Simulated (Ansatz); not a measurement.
`O[Si]([SiH3])(Cl)Cl` + `COCN` → `NCOC[SiH3]` + `O[SiH](Cl)Cl`  (formal exchange of groups at the Si–Si bond)

Gas-phase electronic energies from Ansatz, PBE0-D4/def2-TZVP geometries. CBS: MP2 limit from def2 TZ/QZ plus the TZ coupled-cluster correction, frozen cores. This one scheme is used for every species. Each species was taken in one conformer, which may not be the lowest.

```tsv
species	CCSD(T)/CBS(def2) energy (Eh)
`O[Si]([SiH3])(Cl)Cl`	-1575.44956
`COCN`	-210.17145
`NCOC[SiH3]`	-500.44329
`O[SiH](Cl)Cl`	-1285.17016
```

**Question.** Work out ΔE.

**Answer.** ΔE = (-500.44329) + (-1285.17016) − (-1575.44956) − (-210.17145) = 0.00756 Eh = +19.8 kJ/mol.

Largest T1 diagnostic among the species: 0.011.

From PBE to PBE0 (25 % exact exchange), in def2-TZVPP and without D4, ΔE moves by −3.2 kJ/mol. The D4 term adds +4.3 kJ/mol with B3LYP and +2.3 kJ/mol with PBE0; it sums over pairs of atoms, weighted by their polarisabilities, and B3LYP, whose exchange is more repulsive, gets the larger term.

B3LYP here is the variant with VWN-RPA as its local correlation; programs differ in this.
